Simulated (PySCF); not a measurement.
A GIAO shielding run with PySCF (density fitting, non-relativistic, gas phase) on `S(C)[Si@H](P)S[SiH3]`, CH9PS2Si2:

```
$ OMP_NUM_THREADS=1 python probes_run.py task.json out

{"job": {"kind": "nmr", "xc": "PBE0", "basis": "pcSseg-1"}, "charge": 0, "multiplicity": 1}
C      2.804186     1.026987    -0.162995
S      2.224818    -0.694721    -0.234980
Si     0.276266    -0.495596     0.637698
P     -0.990046    -2.318494     0.334231
S     -0.651484     1.286806    -0.146088
Si    -2.753289     0.814953    -0.119719
H      2.057981     1.672445    -0.613723
H      3.730792     1.064055    -0.725050
H      2.978526     1.306579     0.870462
H      0.423395    -0.271139     2.076383
H     -0.739147    -2.426831    -1.021975
H      0.027493    -3.195627     0.646861
H     -3.340760     2.109109    -0.416956
H     -2.991683    -0.186351    -1.150384
H     -3.061460     0.315815     1.212907
```

Hardware: 1 thread of an Arm Neoverse V1, shared host. The job also computes population analyses, field gradients.

(1) How large is the calculation?

(2) How long does it take?

## Answers

(1) 90 electrons, 182 basis functions and 1066 auxiliary functions.

(2) 26 s of wall time, with 12 SCF cycles and 5 response iterations. Times on a shared host scatter by some tens of per cent.
